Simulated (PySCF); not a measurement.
# Reading the logs of faulty runs: AlBClO cation

All numbers below are calculated, not measured. They come from PySCF 2.14.0, an open-source quantum chemistry program, on an isolated molecule that a program drew, which may never have been made. The molecule is AlBClO cation (charge +1, singlet), drawn as the SMILES string `[O]=[Al][B+]Cl`.

Each row is a Hartree-Fock (HF) and frozen-core CCSD(T) single point in the cc-pV(D+d)Z basis, meant for a local HF minimum. Run 1 is clean. Each other run has one planted mistake out of seven kinds, and not every kind appears here: one electron removed, one electron added, multiplicity raised by two, geometry at a saddle point, minimal basis STO-3G, one bond length entered in bohr, all coordinates scaled. The reference is restricted for singlets and unrestricted otherwise, and also for a bond in bohr. Adding or removing an electron swaps singlet and doublet. Electrons count all cores. HOMO and LUMO are orbital energies over both spins, the gradient is its largest component, and the lowest frequency (negative if imaginary) is given only where the gradient is small. Bond lengths are over the 3 bonds as drawn. T1 is the CCSD diagnostic: over 0.02 (restricted) or 0.045 (unrestricted) a single reference is doubtful.

Geometry of the clean run:
```xyz
4
AlBClO cation, angstrom
O    -1.1184   -1.5101    0.1706
Al   -0.3668   -0.1448    0.0881
B     0.6891    1.7730   -0.0278
Cl    1.4633    3.1790   -0.1128
```

| run | electrons | basis functions | <S^2> | HOMO (eV) | LUMO (eV) | gradient (hartree/bohr) | lowest frequency (cm^-1) | mean bond (Å) | longest bond (Å) | T1 | HF (hartree) | CCSD(T) (hartree) | mistake |
|---|---|---|---|---|---|---|---|---|---|---|---|---|---|
| 1 | 42 | 74 | 0.000 | -15.70 | -6.47 | 1.1e-05 | 83 | 1.7868 | 2.192 | 0.0394 | -800.63503 | -801.13102 | no fault |
| 2 | 42 | 74 | 0.000 | -15.87 | -6.41 | 7.3e-02 | - | 1.7099 | 2.098 | 0.0365 | -800.62430 | -801.11176 | all coordinates scaled |
| 3 | 41 | 74 | 0.756 | -25.28 | -12.04 | 1.0e-01 | - | 1.7868 | 2.192 | 0.0231 | -800.17693 | -800.59452 | one electron removed |
| 4 | 42 | 74 | 2.012 | -12.89 | -6.08 | 1.6e-01 | - | 1.7868 | 2.192 | 0.0198 | -800.62485 | -801.04650 | ? |

**Which mistake was planted in run 4, and what did it cost?**

Electrons, basis and geometry are unchanged, and <S^2> is 2.012, beside S(S+1) = 2.00 for a multiplicity of 3. So the mistake is: multiplicity raised by two. Subtracting run 1 and multiplying by 627.51 kcal/mol a hartree, the energy moved by 6.4 kcal/mol in HF and 53.0 kcal/mol in CCSD(T).

Cautions from the logs. Run 1: T1 is over the limit, so its CCSD(T) energy is less reliable; run 2: T1 is over the limit, so its CCSD(T) energy is less reliable.
